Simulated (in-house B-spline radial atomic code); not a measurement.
Configurations of In6+, with energies counted from [Kr] (4d3/2)4 (4d5/2)3. Method: Dirac-Hartree-Fock, average of each configuration as written, Fermi nucleus of rms radius 4.6156 fm. Calculated with an all-electron radial atomic-structure program (B-spline basis). Energies include first-order Breit, QED and recoil terms.

Occupations are held fixed; configurations that lie above the ionisation limit could autoionise.

| configuration | E - E(ref) (eV) | highest orbital | its <r> (bohr) |
| --- | --- | --- | --- |
| [Kr] (4d3/2)4 (4d5/2)2 7s1 | 83.805 | 7s1/2 | 5.33 |
| [Ar] 3d10 4s2 (4p1/2)2 (4p3/2)3 (4d3/2)2 (4d5/2)5 5s1 | 103.38 | 5s1/2 | 1.876 |
| [Ar] 3d10 4s2 (4p1/2)1 (4p3/2)4 (4d3/2)3 (4d5/2)4 (5p3/2)1 | 121.58 | 5p3/2 | 2.099 |
| [Ar] 3d10 4s2 (4p1/2)2 (4p3/2)3 (4d3/2)1 (4d5/2)6 (6p1/2)1 | 145.8 | 6p1/2 | 3.681 |
| [Ar] 3d10 4s2 (4p1/2)2 (4p3/2)3 (4d3/2)4 (4d5/2)3 (8d3/2)1 | 163.13 | 8d3/2 | 9.304 |

Question: Order these further configurations by energy, lowest first.
A. [Ar] (3d3/2)4 (3d5/2)5 4s2 4p6 (4d3/2)1 (4d5/2)6 (5p1/2)1
B. [Kr] (4d3/2)2 (4d5/2)5
C. [Ar] 3d10 4s2 (4p1/2)1 (4p3/2)4 (4d3/2)1 (4d5/2)6 7s1
D. [Kr] (4d5/2)6 6s1
E. [Ar] 3d10 4s2 (4p1/2)1 (4p3/2)4 (4d3/2)1 (4d5/2)6 (6g7/2)1

Answer: B (2.1792 eV), D (71.726 eV), C (158.34 eV), E (166.78 eV), A (485.13 eV).

Question: How far above the reference does [Ar] 3d10 4s2 (4p1/2)1 (4p3/2)4 (4d3/2)2 (4d5/2)6 lie?

Answer: 74.416 eV; its least bound orbital is 4d3/2 with <r> = 1.037 bohr.
